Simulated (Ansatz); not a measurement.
Consider the ligand exchange at a Ge–C bond: `[CH3][GeH]([F])[CH]=O` + H–F → `[CH3][GeH]([F])[F]` + `C=O`.

Computed with Ansatz on PBE0-D4/def2-TZVP structures; ΔE is electronic, products minus reactants. CCSD(T)/CBS is the MP2 limit (def2-TZVPP, def2-QZVPP) plus CCSD(T) − MP2 in def2-TZVPP, frozen cores. This one scheme is used for every species. DFT in def2-TZVPP. For Ge outer-core shells are correlated without core-valence functions, which leaves a few kJ/mol of doubt a bond. Scalar relativity is left out up to krypton. One conformer a species, not always the lowest.

| level | ΔE (eV) |
| --- | --- |
| r2SCAN | -1.05 |
| CCSD/def2-TZVPP | -1.05 |
| CCSD(T)/def2-TZVPP | -1.01 |
| HF/CBS(def2) | -1.32 |

Q: What does CCSD(T)/CBS give? (Best estimate.)

A: Ansatz gave: -0.98 eV. The listed levels differ from it by -0.07, -0.07, -0.03, -0.34 eV.

Largest T1 diagnostic among the species: 0.015.

In def2-TZVPP, CCSD(T) changes the Hartree–Fock value by +0.28 eV (the triples alone add +0.03 eV) and MP2 by +0.27 eV. From PBE to PBE0 (25 % exact exchange), in def2-TZVPP and without D4, ΔE moves by −0.04 eV.
